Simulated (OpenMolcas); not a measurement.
## Computed levels of Mo⁴⁺

```json
{"Program": "OpenMolcas", "Method": "SS-CASPT2, IPEA 0.25 Eh, imaginary shift 0.1 Eh (closed shells correlated: 4s 4p)", "Basis": "ANO-RCC-VTZP [7s6p4d2f1g]", "Scalar Hamiltonian": "DKH2, point nucleus", "Active space": "2 electrons in 5 orbitals (4d)", "State averaging": "2S+1 = 3 even, 10 roots; 2S+1 = 1 even, 15 roots kept (CI in the orbitals of an earlier block)", "Spin-orbit coupling": "RASSI with atomic mean-field integrals over the reference wave functions, term energies averaged over their components"}
```

With spin-orbit coupling, above the lowest level:

| Configuration | Term | J | E (eV) | Measured (eV) | g | Term weight % |
| --- | --- | --- | --- | --- | --- | --- |
| 4d² | ³F | 2 | 0.0000 | 0.0000 | 0.672 | 98 |
| 4d² | ³F | 3 | 0.1896 | 0.1956 | 1.084 | 100 |
| 4d² | ³F | 4 | 0.404 | 0.4163 | 1.249 | 100 |
| 4d² | ¹D | 2 | 1.247 | 1.2634 | 1.063 | 85 |
| 4d² | ³P | 0 | 1.459 | 1.3838 |  | 99 |
| 4d² | ³P | 1 | 1.537 | 1.4639 | 1.501 | 100 |
| 4d² | ³P | 2 | 1.712 | 1.6624 | 1.432 | 86 |
| 4d² | ¹G | 4 | 2.097 | 2.0276 | 1.001 | 100 |
| 4d² | ¹S | 0 | 4.722 | 4.6790 |  | 99 |

Against the 8 measured excited levels shown (Sugar and Musgrove, J. Phys. Chem. Ref. Data 17, 155 (1988)) the mean absolute deviation is 350 cm-1; the largest miss in energy is 4d² ³P₀: computed 1.459, measured 1.3838 eV (+5.4 %).

Spin-orbit coupling puts the lowest level 0.2451 eV below the lowest spin-free term.

A least-squares Racah fit to the terms below 60000 cm-1, each weighted by 2L + 1 and with a free common offset, gives B = 775 cm-1 and C = 2726 cm-1 (C/B = 3.52), with an rms deviation of 435 cm-1.

For ³F the intervals divided by the larger J are 509.8, 432.6 cm-1. Landé's interval rule makes them equal in pure LS coupling; they differ by 16 % of their mean. The multiplet is regular.

CASPT2 does not keep the components of a term degenerate, so their means are used; among the terms shown or strongly mixed into the levels shown the widest spread is 480 cm-1 (4d² ¹G). Terms from blocks run as CI alone lack orbitals of their own. Measured partners are found by configuration, term and J. A level has none where our copy of the source lacks it or the pairing is in doubt (some pairs that miss far off the trend of their configuration count as doubtful), and it then counts in no deviation. Levels of configurations outside the active space are missing.

The term weight is that of the spin-free term in the level, not the purity of its configuration.
